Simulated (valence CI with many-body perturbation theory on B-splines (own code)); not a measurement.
**Which ion has this spectrum?**

A relativistic CI+MBPT calculation for an atom or ion with 13 electrons gives these levels (cm⁻¹):

| J | Parity | E | g |
| --- | --- | --- | --- |
| 1/2 | odd | 0 | 0.66 |
| 3/2 | odd | 254446 | 1.33 |
| 1/2 | even | 584473 | 2.47 |
| 3/2 | even | 752713 | 1.70 |
| 5/2 | even | 814336 | 1.44 |
| 3/2 | even | 912083 | 0.88 |
| 1/2 | even | 984824 | 1.14 |
| 5/2 | even | 1044491 | 1.35 |
| 3/2 | even | 1197959 | 0.99 |
| 1/2 | even | 1240991 | 1.71 |
| 5/2 | even | 1284589 | 1.20 |
| 3/2 | even | 1287524 | 1.08 |
| 3/2 | odd | 1537786 | 1.24 |
| 3/2 | odd | 1639661 | 0.54 |

The energies are calculated, and their last digits are not significant.

(1) Which is it?
A. Mo29+
B. Rh32+
C. Ag34+
D. Ru31+

Results:

(1) D. Ru31+, ground level (3s^2 3p1/2) J=1/2.
